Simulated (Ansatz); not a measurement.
H4O2Si2. Charge 0, multiplicity 1. The bonds changed during the relaxation, so this is another structure than the one it started from.

```csv
atom,x (Å),y (Å),z (Å)
O1,-2.0943,-0.4438,-0.4990
Si2,-0.9437,0.6837,-0.7519
O3,0.4213,0.5454,0.0510
Si4,1.5993,-0.1335,1.0502
H5,-1.8429,-1.3698,-0.4699
H6,-1.5965,2.0026,-0.5842
H7,2.8971,0.3249,0.4511
H8,1.5597,-1.6095,0.7527
```

Task: Give the diagnostics of a CCSD(T)/def2-TZVPP run (frozen core, the Gaussian-basis code of Ansatz). (Estimate.)

Result: The calculation gave: T1 = 0.0520, largest single amplitude 0.238, largest double 0.387, (T) share of the correlation energy 5.8 %, 14 CCSD cycles. The RHF solution is unstable towards an unrestricted one. T1 lies over the customary mark of 0.02 for closed shells.
